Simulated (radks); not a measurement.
Ionisation of the rhenium ion Re25+, [Kr] 4d10 4f4, to [Kr] 4d10 4f3 as the strength of local exchange is varied. All-electron calculation, Dirac Kohn-Sham, Slater X-alpha exchange (alpha = 2/3 is LDA exchange), no correlation, spin-unpolarised, spherical densities, finite nucleus; open shells fill j = l - 1/2 first; Fermi nuclear charge, rms radius 5.3698 fm. Program: a radial shooting solver on a logarithmic mesh with Libxc functionals.

alpha,E(Re25+) (hartree),exchange (hartree),IE (eV),-e of the level emptied (eV),<r> of it (bohr)
0.62,-16403.6777,-265.4789,780.49,755.82 (4f5/2),0.4457
0.667,-16423.8131,-285.9001,784.98,760.26 (4f5/2),0.4444
0.801,-16481.3352,-344.3513,797.88,773.02 (4f5/2),0.4408
0.857,-16505.4245,-368.8793,803.30,778.39 (4f5/2),0.4393
0.883,-16516.6189,-380.2874,805.83,780.89 (4f5/2),0.4386
0.926,-16535.1467,-399.1828,810.02,785.04 (4f5/2),0.4375

NIST Atomic Spectra Database: 810 +/- 40 eV (theoretical). The Delta-SCF value meets it near alpha = 0.93. Spin polarisation and multiplet splitting are left out, so open shells lie too high by an amount that depends on their filling.

Beside tabulated values, note that spin-unpolarised runs miss the spin-polarisation part of the exchange energy of open shells.
